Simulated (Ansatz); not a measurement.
Consider the substitution at a C–O bond: `C[O][Zn][O][SiH3]` + `[CH3][Al]([NH2])[Cl]` → `C[NH][Al]([CH3])[Cl]` + `[OH][Zn][O][SiH3]`.

Computed with Ansatz on PBE0-D4/def2-TZVP structures; ΔE is electronic, products minus reactants. CBS: MP2 limit from def2 TZ/QZ plus the TZ coupled-cluster correction, frozen cores. Functionals use def2-TZVPP. For Zn outer-core shells are correlated without core-valence functions, which leaves a few kJ/mol of doubt a bond. Scalar relativity is left out up to krypton. One conformer a species, not always the lowest.

```csv
level,ΔE (kJ/mol),difference from CCSD(T)/CBS
r2SCAN-D4,-19.6,4.3
r2SCANh-D4,-20.1,3.8
CAM-B3LYP-D4,-19.2,4.7
ωB97M-V,-21.6,2.3
B2PLYP,-20.0,3.9
PBE,-21.3,2.6
revPBE,-19.4,4.5
r2SCAN,-19.1,4.8
r2SCANh,-19.6,4.3
BHLYP,-16.8,7.1
HF/def2-SVP,-4.2,19.7
MP2/def2-SVP,-15.6,8.3
CCSD/def2-SVP,-12.5,11.4
CCSD(T)/def2-SVP,-13.0,10.9
CCSD/def2-TZVPP,-22.1,1.8
MP2/def2-QZVPP,-27.2,-3.3
CCSD(T)/CBS,-23.9,0
```

Largest T1 diagnostic among the species: 0.016.

At CCSD(T), def2-SVP lies +10.9 kJ/mol from the extrapolated value and def2-TZVPP +0.8 kJ/mol. In def2-TZVPP, CCSD(T) changes the Hartree–Fock value by −11.0 kJ/mol (the triples alone add −1.0 kJ/mol) and MP2 by −14.6 kJ/mol. Leaving LDA and LC-ωPBE aside and taking each functional with its dispersion term where it has one, the values, not all of them listed here, spread over 4.9 kJ/mol, from PBE-QIDH to BHLYP-D4. LDA lies −3.9 kJ/mol from PBE without D4.
